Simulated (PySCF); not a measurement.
Structure from NMR data

Molecular formula: C3HF6N. Simulated spectra:

1H NMR (500 MHz, computed): δ 11.86 (br s, 1H).

13C{1H} NMR (computed): δ 169.8 (C), 129.0 (C), 126.7 (C).

Equivalent nuclei averaged, non-relativistic, no solvent, one computed conformer. Geometry: PBE0-D3(BJ)/def2-TZVP; B97-2/pcSseg-2 with gauge-including orbitals; PySCF 2.14.

δ = σ(ref) − σ, references computed at the same level: 1H and 13C against TMS.

Problem. Deduce the structure.

Solution. 
- Rings plus π bonds: 1 (no ring in the answer).
- 3 carbon signals for 3 carbons: no two carbons are equivalent.
- Carbon types of the structure: 3 × C, leaving 1 H on heteroatoms.
- δC 169.8: C=N carbon.
- δC 129.0, 126.7: CF3 carbon; 3 electronegative neighbours deshield it.
- δH 11.86: hydrogen on an imine nitrogen; exchangeable; this is the value without hydrogen bonding to other molecules.

The compound is `N=C(C(F)(F)F)C(F)(F)F`.

The data come from this structure; uniqueness wasn't tested.

The OH or NH signal is concentration- and solvent-dependent in practice; the value given is the gas-phase one. Splittings by 19F in the carbon and heteronuclear signals aren't shown, as no couplings were computed. Shifts are as computed. Against solution values, carbons near 30 ppm lie about +3 ppm off and those near 130 ppm about +7 ppm. Of 1211 compounds with measured shifts, 218 miss one by over three times the rms of a fit or turn the order of signals round; such compounds aren't used in these exercises.
